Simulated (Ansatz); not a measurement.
```xyz
4

B     0.0320    0.0307    0.1005
H     1.1998    0.0806    0.0324
H    -0.6147    0.9734   -0.1062
H    -0.6807   -0.9570    0.0208
```

Basis set: aug-cc-pVDZ (spherical functions). Frozen core: 1 orbital. Charge 0, multiplicity 1.

Computed with Ansatz (development build ahead of 0.2.0); each method stands on the lowest determinant of its kind that the runs found. Restricted open shells among the atoms or ions are ROHF, correlated in semicanonical orbitals with singles.

(1) Give the atomization energy at this shape (free ground-state atoms in the same class of orbitals less the molecule, no zero-point energy) of singlet BH₃ by RHF-MP2, RHF.

Results:

(1)

```json
{"method": "RHF-MP2", "atomization energy": "11.27 eV"}
{"method": "RHF", "atomization energy": "9.78 eV"}
```
